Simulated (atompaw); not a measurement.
# PBE PAW (atompaw) dataset for Ru (Z = 44), scalar-relativistic all-electron reference.

atompaw 4.2.0.5 input, output lines left out:

```
Ru 44
GGA-PBE scalarrelativistic loggrid 1500 logderivrange -2 5 176
5 5 4 0 0 0
5 0 0.5
5 1 0.5
4 2 7
0 0 0
c
c
c
c
v
c
c
c
v
c
v
2
3.00 2.65 2.65 2.85
y
0.4
n
y
0.4
n
y
0.8
n
custom polynom vanderbiltortho besselshape
bessel
2.45
2.45
3.00
3.00
3.00
1.35
```

(1) Estimate the cutoffs (Ry, on a coarse ladder) from which the occupation-weighted sum of valence levels, in a spherical-Bessel basis at the reference potential, stays within 10 and 1 mRy of its value at 400 Ry.

(2) Does the potential have ghost states?

(3) Is the overlap operator S = 1 + Σ q|β⟩⟨β| positive definite (Bessel basis up to 400 Ry)?

(4) Which valence shell sets the plane-wave cutoff?

Results:

(1) 10 Ry and 18 Ry.

(2) No extra level below or beside the all-electron valence levels (s, p, d, f tested). The logarithmic derivative shows an extra or strongly shifted pseudo pole above the reference energy (s near 1.64 Ry).

(3) Yes: its lowest eigenvalue is 0.30 (s channel).

(4) 4d: its level needs 10 Ry to come within 1 mRy, against 8 Ry for 5s.
